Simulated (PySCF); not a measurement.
## Solvent effects on NMR parameters

Atoms are numbered as in `[CH3:1][C@H:2]1[CH2:3][C:4](=[O:5])[CH:6]=[C:7]1[CH:8]1[CH2:9][CH2:10]1`. Each H is labelled by its parent atom. Ha(C3) is cis to C1 on the ring; Ha(C9), Ha(C10) are cis to C7 on the ring; Hb(C3) is trans to C1 on the ring; Hb(C9), Hb(C10) are trans to C7 on the ring.

GIAO PBE0/pcSseg-1 in PySCF 2.14.0 with density-fitted response routines on one PBE0-D3(BJ)/def2-SVP conformer, non-relativistic, equivalent nuclei averaged. Solvents enter as an IEF-PCM continuum (cyclohexane with ε = 2.0, tetrahydrofuran with ε = 7.4) around the gas-phase geometry. Shifts are referred to TMS computed in the same medium.

In cyclohexane, δ in ppm: C4 208.6, C7 202.6, C6 126.8, C3 45.6, C2 42.3, C1 21.6, C9 19.7, C10 17.7, C8 14.8, H(C6) 5.45, H(C2) 2.79, Hb(C3) 2.45, Ha(C3) 1.74, Hb(C9) 1.34. Dipole moment 5.41 D.

Task: How does each δ change in the more polar medium?

Result: 
| atoms | environment | Δδ, tetrahydrofuran |
| --- | --- | --- |
| C4 | ketone carbonyl carbon | +3.4 |
| C7 | β carbon of a C=C–C=O unit | +4.2 |
| C6 | α carbon of a C=C–C=O unit | -0.3 |
| C3 | sp3 CH2 α to a carbonyl | +0.9 |
| C2 | allylic sp3 CH | +0.9 |
| C1 | methyl carbon | +0.1 |
| C9 | three-membered-ring carbon | +0.6 |
| C10 | three-membered-ring carbon | +0.5 |
| C8 | three-membered-ring carbon | +0.9 |
| H(C6) | hydrogen on an α carbon of a C=C–C=O unit | +0.04 |
| H(C2) | hydrogen on an allylic sp3 CH | +0.13 |
| Hb(C3) | hydrogen on an sp3 CH2 α to a carbonyl | +0.04 |
| Ha(C3) | hydrogen on an sp3 CH2 α to a carbonyl | +0.03 |
| Hb(C9) | hydrogen on a three-membered-ring carbon | +0.09 |

Changes are relative to cyclohexane. The dipole moment becomes 6.12 D in tetrahydrofuran.

Task: Which nuclei move most (in ppm), and what does the model miss?

Result: C7 (β carbon of a C=C–C=O unit, +4.2 ppm) in tetrahydrofuran. A continuum only polarises the solute; specific hydrogen bonds, the anisotropy of aromatic solvents and changes of geometry or conformer are outside it.
